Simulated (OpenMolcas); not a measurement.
Mn3+ (d4) in a complex was computed by SS-CASPT2, IPEA 0.25 Eh, imaginary shift 0.1 Eh with the d shell active (OpenMolcas, ANO-RCC-VDZP on the metal). Its lowest spin-free states, and all those of the highest spin:

```csv
2S+1,Degeneracy,E (cm-1)
5,1,0
5,2,7990
3,2,16530
3,2,18000
3,2,19960
3,2,20030
3,1,21420
3,2,21640
5,2,21780
3,1,24670
3,2,24890
1,1,25790
```

Question: Is the site octahedral, tetrahedral or cube-like, axial, or of lower symmetry?

Answer: The states with 2S+1 = 5 have orbital degeneracies 1, 2, 2. There are pairs but no triples, so the site is axial: not cubic, but with a proper or improper axis of order three or more. The run had Mn3+ with 2 ligands (fluoride) in linear coordination (D∞h) at 1.75 Å. Ligand basis ANO-RCC-VDZP.

Roots that are degenerate in the reference are averaged as groups; the widest CASPT2 spread within a group is 150 cm-1 (the 2-fold group of multiplicity 1 near 103000 cm-1 above the lowest state of its run). Shifts and gaps below about the spread of the groups concerned are not significant. Over all roots computed the reference weight is 0.80 to 0.86; the roots of lowest weight are the least certain, and an intruder state may touch them. The least metal-like active orbital is 82 % on the metal (Löwdin) and no ligand orbital is active, so the numbers are rough. Ligand-to-metal charge-transfer states are missing. With no ligand orbital active B as a rule stays too high, so bands that hang on it stand too high and its fall with covalency is understated. The distance lies 3 % over the 1.7 Å that this model takes as the normal distance (a Shannon-type radius plus a fixed donor radius); by an R⁻⁵ law this alone changes a d-shell field by about -13 %. No measured value stands beside these numbers; the geometry was imposed, not optimised, and the real ion may take another.
